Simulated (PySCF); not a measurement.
Geometry:
```json
{"atom": "C1", "x (Å)": "2.940", "y (Å)": "1.841", "z (Å)": "-0.310"}
{"atom": "C2", "x (Å)": "1.855", "y (Å)": "1.223", "z (Å)": "0.167"}
{"atom": "P3", "x (Å)": "1.028", "y (Å)": "-0.076", "z (Å)": "-0.722"}
{"atom": "C4", "x (Å)": "0.814", "y (Å)": "-1.599", "z (Å)": "0.259"}
{"atom": "C5", "x (Å)": "-0.671", "y (Å)": "-1.605", "z (Å)": "0.526"}
{"atom": "C6", "x (Å)": "-1.451", "y (Å)": "-0.705", "z (Å)": "-0.097"}
{"atom": "Si7", "x (Å)": "-3.332", "y (Å)": "-0.615", "z (Å)": "0.122"}
{"atom": "C8", "x (Å)": "-0.742", "y (Å)": "0.255", "z (Å)": "-1.032"}
{"atom": "H9", "x (Å)": "3.420", "y (Å)": "2.639", "z (Å)": "0.264"}
{"atom": "H10", "x (Å)": "3.393", "y (Å)": "1.587", "z (Å)": "-1.274"}
{"atom": "H11", "x (Å)": "1.415", "y (Å)": "1.488", "z (Å)": "1.136"}
{"atom": "H12", "x (Å)": "1.756", "y (Å)": "-0.304", "z (Å)": "-1.909"}
{"atom": "H13", "x (Å)": "1.429", "y (Å)": "-1.561", "z (Å)": "1.173"}
{"atom": "H14", "x (Å)": "1.147", "y (Å)": "-2.480", "z (Å)": "-0.318"}
{"atom": "H15", "x (Å)": "-1.068", "y (Å)": "-2.359", "z (Å)": "1.213"}
{"atom": "H16", "x (Å)": "-3.668", "y (Å)": "0.756", "z (Å)": "0.602"}
{"atom": "H17", "x (Å)": "-3.963", "y (Å)": "-0.849", "z (Å)": "-1.208"}
{"atom": "H18", "x (Å)": "-3.717", "y (Å)": "-1.656", "z (Å)": "1.111"}
{"atom": "H19", "x (Å)": "-0.984", "y (Å)": "0.069", "z (Å)": "-2.093"}
{"atom": "H20", "x (Å)": "-0.968", "y (Å)": "1.315", "z (Å)": "-0.833"}
```

Total charge +1.

Geometry: PBE0-D3(BJ)/def2-SVP; GIAO absolute shieldings from PySCF 2.14.0 with density-fitted response routines, gas phase, non-relativistic, averaged over equivalent atoms.

At mPW1PW91/pcSseg-1 (210 basis functions, 33 s wall time on 1 thread of an Arm Neoverse V1, shared host):
```
      atoms  σ (ppm)
         C1     23.2
         C6     36.4
         C5     38.4
         C2     65.1
         C8    147.7
         C4    149.2
         P3    302.1
        Si7    415.9
         H9    23.99
        H10    24.19
        H15    24.67
        H12    25.00
        H11    25.19
H16/H17/H18    26.82
        H14    27.73
        H19    27.75
        H13    28.07
        H20    28.09
```

Q: Estimate the result of repeating the calculation with PBE0/pcSseg-1.

A: 
```
      atoms  σ at PBE0/pcSseg-1  change
         C1                24.0    +0.8
         C6                37.3    +0.9
         C5                39.4    +1.0
         C2                65.7    +0.6
         C8               148.6    +0.9
         C4               150.1    +0.9
         P3               305.1    +3.0
        Si7               418.1    +2.2
         H9               23.93   -0.06
        H10               24.12   -0.07
        H15               24.61   -0.06
        H12               24.92   -0.08
        H11               25.12   -0.07
H16/H17/H18               26.73   -0.09
        H14               27.67   -0.06
        H19               27.69   -0.06
        H13               28.02   -0.05
        H20               28.04   -0.05
```

The largest change is at P3 (phosphorus bonded to 3 C, H, in a 5-membered ring). Cost: 210 basis functions, 37 s wall time on 1 thread of an Arm Neoverse V1, shared host. The order of the carbon signals is the same at both levels.
